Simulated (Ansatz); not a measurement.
Species: CuH, net charge 0, triplet state. This is an excited triplet: at this geometry the singlet lies 2.53 eV lower at CCSD(T)/CBS(def2-TZVPPD,def2-QZVPPD). SMILES: [CuH]
Geometry: optimised at B3LYP-D3(BJ)/def2-TZVP (Ansatz, a program for electronic structure).

Parts of the frozen-core correlation energy in def2-SVP (Ansatz, hartree). Frozen orbitals: 9; correlated occupied orbitals by spin: 7 and 5; virtual: 20 and 22. Open shells are spin-unrestricted. Spin-orbit coupling is left out. No relativistic terms.

| term | value |
|---|---|
| reference (HF) | -1639.21651 |
| MP2 opposite-spin | -0.14268 |
| MP2 same-spin | -0.07743 |
| CCSD correlation | -0.23172 |
| (T) | -0.00735 |
| CCSDT minus CCSD(T) | -0.00057 |
| CCSDT(Q) minus CCSD(T) | -0.00044 |
| T1 diagnostic | 0.080 |
| largest doubles amplitude | 0.066 |
| <S^2> of the reference | 2.006 |
